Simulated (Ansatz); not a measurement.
The cluster AlCu6⁻. Charge -1, multiplicity 1. Geometry PBE-D4/def2-SVPD.

```xyz
7

Cu    1.6390   -0.5649    1.0018
Cu    0.1106   -1.9886   -0.2095
Cu   -0.6515   -0.7710    1.7303
Cu    0.1148    1.3093    0.7332
Cu   -1.4203   -0.1207   -0.4819
Cu    0.8821    0.0851   -1.2132
Al   -0.6748    2.0507   -1.5607
```

The restricted singlet is unstable towards broken spin symmetry in Hartree–Fock (as tested in another run); at LDA (SPW92)/def2-TZVPD, PBE-D4/def2-TZVPD, r2SCAN-D4/def2-TZVPD, r2SCANh-D4/def2-TZVPD and others this wasn't settled. Another isomer (singlet) lies 0.31 eV lower at PBE0-D4/def2-TZVPD; other spin states weren't run for this one.

Q: Estimate the orbital energies around the gap (eV) in Ansatz with LDA (SPW92)/def2-TZVPD, PBE-D4/def2-TZVPD, r2SCAN-D4/def2-TZVPD, r2SCANh-D4/def2-TZVPD, PBE0-D4/def2-TZVPD.

A: 
```tsv
orbital	LDA (SPW92)/def2-TZVPD	PBE-D4/def2-TZVPD	r2SCAN-D4/def2-TZVPD	r2SCANh-D4/def2-TZVPD	PBE0-D4/def2-TZVPD
HOMO−9	-1.95	-1.72	-1.84	-2.53	-3.51
HOMO−8	-1.93	-1.69	-1.82	-2.53	-3.46
HOMO−7	-1.93	-1.69	-1.82	-2.52	-3.43
HOMO−6	-1.77	-1.53	-1.66	-2.34	-3.30
HOMO−5	-1.77	-1.53	-1.65	-2.34	-3.30
HOMO−4	-1.77	-1.53	-1.65	-2.32	-3.26
HOMO−3	-1.67	-1.43	-1.55	-2.22	-3.17
HOMO−2	-1.09	-0.88	-0.93	-1.17	-1.41
HOMO−1	-1.08	-0.88	-0.93	-1.17	-1.41
HOMO	-0.55	-0.36	-0.40	-0.61	-0.85
LUMO	0.34	0.53	0.57	0.82	1.17
LUMO+1	0.34	0.53	0.57	0.82	1.17
LUMO+2	1.24	1.40	1.49	1.70	1.95
LUMO+3	1.41	1.55	1.67	1.85	2.05
LUMO+4	1.58	1.74	1.86	2.12	2.41
LUMO+5	1.58	1.75	1.87	2.12	2.41
```
